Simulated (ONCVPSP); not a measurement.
## Pseudopotentials across the periodic table

Generated with ld1.x 7.5 (TM, RRKJ, ultrasoft, PAW), atompaw 4.2 or ONCVPSP 4.0.1. The cutoff is in Ry: for ld1.x and atompaw files where the sum of valence levels is converged to 10 mRy in a Bessel basis, for ONCV files where the hardest occupied wave has 1 mHa per electron of residual kinetic energy. The error is the largest all-electron minus pseudo excitation energy over each file’s own four to seven test configurations (ionisations up to +4, promotions, holes and added fractions of an electron), all of which were solved. The labels leave out finer settings (local radius, basis sizes, second energies), which also bear on the numbers. Spin-polarised tests are not counted. The rows are a selection from randomly drawn settings: files with unsolved tests, undetermined cutoffs or missed reference levels are left out.

A true bound ghost makes a file unfit for plane-wave use even where its test errors are small: the radial tests pick states by their node count and pass the ghost by.

| element | potential | cutoff (Ry) | largest error (meV) | bound ghosts |
| --- | --- | --- | --- | --- |
| P | ONCV, revPBE, non-relativistic, rc 0.95/1.00 (sp), local smoothed, core correction yes, reference 2s2 2p6 3s2 3p3, qcut 10.4/11.7, projectors 2/2 | 126 | -743 | none |
| Cr | ONCV, LDA (Perdew-Wang 92), fully relativistic, rc 1.40/1.90/1.40 (spd), local smoothed, core correction no, reference 3s2 3p6 3d5 4s0.5 4p0.5, qcut 8.2/7.7/11, projectors 2/2/3 | 92 | +5.7 | none |
| Ni | ONCV, PBEsol, scalar-relativistic, rc 1.15/1.05/0.75 (spd), local d, core correction yes, reference 3s2 3p6 3d8.5 4s1.5, qcut 13.4/10.4/13.8, projectors 3/2/0 | 690 | +2.1 | none |
| Tc | ONCV, PBEsol, scalar-relativistic, rc 1.65/1.45/1.45 (spd), local smoothed, core correction yes, reference 4s2 4p6 4d5 5s2, qcut 9.7/8.5/6.9, projectors 2/2/2 | 57 | -5.2 | none |
| Pb | ONCV, LDA (Perdew-Zunger), fully relativistic, rc 1.35/1.40/1.45 (spd), local smoothed, core correction yes, reference 5s2 5p6 5d10 6s1 6p3, qcut 7.4/9.2/9.6, projectors 2/2/3 | 60 | -1.4 | none |
| Pb | ONCV, PBE, fully relativistic, rc 1.40/1.30/1.60/1.70 (spdf), local smoothed, core correction yes, reference 5s2 5p6 5d10 6s2 6p2, qcut 10.9/11.1/11.6/7.4, projectors 2/2/3/2 | 87 | +1.2 | none |
| Bi | ONCV, PBEsol, fully relativistic, rc 1.90/2.05/1.70 (spd), local smoothed, core correction yes, reference 5d10 6s2 6p2.5, qcut 2.7/3.9/7.3, projectors 3/2/1 | 52 | -137 | none |

(1) Fill in the row for Gd: ONCV, PBE, scalar-relativistic, rc 2.35/2.15/3.45/1.25 (spdf), local smoothed, core correction yes, reference 4f7 5s2 5p6 5d2 6s1, qcut 4.4/5.8/4.3/12.9, projectors 2/2/2/2.

## Answers

(1) cutoff 150 Ry, largest error -29 meV, bound ghosts: s.
